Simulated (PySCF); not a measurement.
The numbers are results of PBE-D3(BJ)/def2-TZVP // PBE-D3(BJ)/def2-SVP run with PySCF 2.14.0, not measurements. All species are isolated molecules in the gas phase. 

Reference species: [Os(NH3)4]2+ (charge +2, multiplicity 1).

```
Property                                                         Result
------------------------------------------------------------  ---------
LUMO                                                          -11.48 eV
HOMO–LUMO gap                                                   1.25 eV
mean distance from the central atom to its bonded neighbours    2.125 Å
```

After one change: the LUMO drops by 0.30 eV; the HOMO–LUMO gap rises by 0.12 eV; the mean distance from the central atom to its bonded neighbours drops by 0.019 Å.

Q: What was changed between the two runs? The new species is one of these.
A) [Ru(NH3)4]2+
B) [Mo(NH3)4]2+
C) [Zn(NH3)4]2+
D) [Pd(NH3)4]2+

A: A, [Ru(NH3)4]2+
